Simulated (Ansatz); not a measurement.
This geometry of BCl2F + BrH (6 atoms, charge 0, multiplicity 1) is a first-order saddle point.

Theory: RKS PBE-D4/def2-SVP in Ansatz.

```xyz
6
Properties=species:S:1:pos:R:3
B 0.016 -0.302 -0.033
F 0.013 0.125 1.494
Cl 1.538 0.182 -0.791
Cl -1.534 0.108 -0.777
Br 0.070 -2.391 0.654
H 0.041 -1.005 1.706
```

(1) Which two structures does it join? (They come from a converged band through this point; their orientation in space is the band's.)

(2) How far does it lie above each of them?

## Answers

(1) Bonds broken: B1–F2, Br5–H6. Bonds formed: B1–Br5, F2–H6. BCl2F + BrH becomes BBrCl2 + FH.

Initial state:

```xyz
6
Properties=species:S:1:pos:R:3
B 0.003 0.353 -0.124
F 0.011 0.497 1.201
Cl 1.528 0.335 -0.984
Cl -1.533 0.237 -0.955
Br 0.084 -2.933 1.133
H 0.051 -1.774 1.981
```

Final state:

```xyz
6
Properties=species:S:1:pos:R:3
B 0.021 -0.605 -0.462
F 0.014 0.192 2.089
Cl 1.521 0.180 -0.885
Cl -1.522 0.100 -0.868
Br 0.072 -2.402 0.278
H 0.039 -0.749 2.101
```

(2) 99.8 kJ/mol above the first and 24.7 kJ/mol above the second. This is the barrier of this one path; another mechanism may lie lower. The orbitals stay closed-shell, which can raise the energy where a bond breaks towards radicals; this wasn't checked here.

Run time: 4 min on 2 threads of Arm Neoverse V2, on a shared host, peak memory 0.14 GiB.
